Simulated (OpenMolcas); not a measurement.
## B I: effect of the IPEA shift

| Item | Value |
| --- | --- |
| Program | OpenMolcas 26.06 |
| Basis | ANO-RCC-VQZP [5s4p3d2f1g] |
| Scalar Hamiltonian | DKH2, point nucleus |
| Active space | 3 electrons in 8 orbitals (2s 2p 3s 3p) |
| State averaging | 2S+1 = 4 odd, 1 root (0 in the spin-orbit step); 2S+1 = 2 odd, 3 roots; 2S+1 = 4 even, 3 roots; 2S+1 = 2 even, 5 roots |
| Spin-orbit coupling | state interaction with AMFI integrals over the reference wave functions, term energies averaged over their components |

Methods on the same reference wave functions:
A. CASSCF
B. SS-CASPT2, IPEA 0 Eh, imaginary shift 0.1 Eh (closed shells correlated: 1s)
C. SS-CASPT2, IPEA 0.25 Eh, imaginary shift 0.1 Eh (closed shells correlated: 1s)

Energies in cm-1 above 2s2 2p 2P* 1/2, the measured ground level; measured values from NIST Handbook of Basic Atomic Spectroscopic Data.

```csv
Level,A,B,C,Measured
2s2 2p 2P* 1/2,0.0,0.0,0.0,0.0
2s2 2p 2P* 3/2,12.9,12.9,12.9,15.3
2s 2p2 4P 1/2,25374,28270,28060,28870
2s 2p2 4P 3/2,25379,28270,28060,28875
2s 2p2 4P 5/2,25388,28280,28070,28881
```

Deviations, from unrounded energies. A percentage is the sum of absolute deviations over the sum of measured energies, with the sign that they share, or ± where signs differ.

```
                  Against measurement  Levels      A      B      C
       mean absolute deviation (cm-1)       4   2600    450    610
fine structure of the ground term (%)       1  -15.5  -15.5  -15.5
             other configurations (%)       3  -12.1   -2.1   -2.8
```

B lies closest to measurement on these levels and A furthest from it. The largest miss of B in the table is 2s 2p2 4P 1/2, by -600 cm-1. The ranking rests on the paired levels alone, and a cruder setting can come out closer through cancelling errors.

Between B and C the level of the table that moves most is 2s 2p2 4P 1/2, by 210 cm-1 (lowest in C, highest in B). Moves below CASPT2's spread within the term are not significant.

The lowest spin-free term lies below A's lowest term by 0.063 hartree in B, 0.061 hartree in C.

Active for correlation alone: 3p 3s; no level in the range computed is led by a configuration that fills them, so any true level of that kind is missing. Without dynamic correlation excited terms often stand tens of per cent too high (terms of higher spin than the ground term too low), and those without a measured partner can miss by more than the paired ones (holds for A). Measured partners are found by configuration, term and J. A level has none where our copy of the source lacks it or the pairing is in doubt (some pairs that miss far off the trend of their configuration count as doubtful), and it then counts in no deviation. Levels of configurations outside the active space are missing. Levels that lie high or do not pair safely by name in every column are left out.

* marks odd parity.
